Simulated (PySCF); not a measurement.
# Vertical excitation energies

Species: C₅H₂FNO₂.
Atom-mapped SMILES: `[N:1]#[C:2][C@@H:3]([F:4])[C:5]#[C:6][C:7](=[O:8])[OH:9]` (hydrogens: H10 on C3; H11 on O9)

Computed, not measured: TDDFT PBE0/def2-SVPD, vertical, gas phase, core orbitals frozen in the response in PySCF. One conformer (not necessarily the lowest) at the GFN2-xTB geometry, without solvent, vibrations or thermal averaging. Torsions of this conformer, `[N:1]#[C:2][C@@H:3]([F:4])[C:5]#[C:6][C:7](=[O:8])[OH:9]`: H–O9–C7–C6 180°.

Question: List the vertical singlet excitations with oscillator strengths and describe the spectrum.

Answer: 

| state | E (eV) | E (hartree) | f | \|μ\| (D) | main configurations (H = HOMO, L = LUMO) |
| --- | --- | --- | --- | --- | --- |
| S1 | 4.90 | 0.1799 | 0.0003 | 0.13 | H→L (95%) |
| S2 | 5.80 | 0.2131 | 0.011 | 0.70 | H-1→L (41%), H-2→L (26%), H→L+1 (23%) |
| S3 | 5.93 | 0.2180 | 0.0084 | 0.61 | H-2→L (63%), H-1→L (14%), H→L+1 (12%) |
| S4 | 6.17 | 0.2267 | 0.0039 | 0.41 | H-1→L+1 (84%) |
| S5 | 6.83 | 0.2509 | 0.194 | 2.74 | H→L+1 (41%), H-2→L+1 (18%), H-3→L (15%) |
| S6 | 6.98 | 0.2565 | 0.0022 | 0.29 | H-4→L (40%), H-4→L+1 (39%), H-2→L+1 (9%) |

Triplets, Tamm–Dancoff:

```tsv
state	E (eV)	λ (nm)	main configurations (H = HOMO, L = LUMO)
T1	4.43	280.0	H→L (91%)
T2	4.51	275.1	H-1→L (83%)
```

The lowest singlet lies at 4.90 eV (253 nm, ultraviolet) and is dark (f under 0.0005); its leading configuration is HOMO→LUMO (95%). The most intense listed level is S5 at 6.83 eV (182 nm, f = 0.194), 1.93 eV above S1. Löwdin shares by element: HOMO oxygen 60%, carbon 30% or more; LUMO carbon 57% or more, oxygen 18% or more (atoms not listed hold the other 25%). Weighted by f, the mean energy of these states is 6.73 eV. The listed states span 2.08 eV, and the widest gap between neighbours is 0.90 eV (S1 to S2). Of the 6 states listed, 2 reach f = 0.01 and 1 stays under 0.0005. Singlets were solved by full linear response, triplets in the Tamm–Dancoff approximation.

On Arm Neoverse V2, one thread, shared host, this took 28 s wall and 0.83 GiB of memory at its peak.
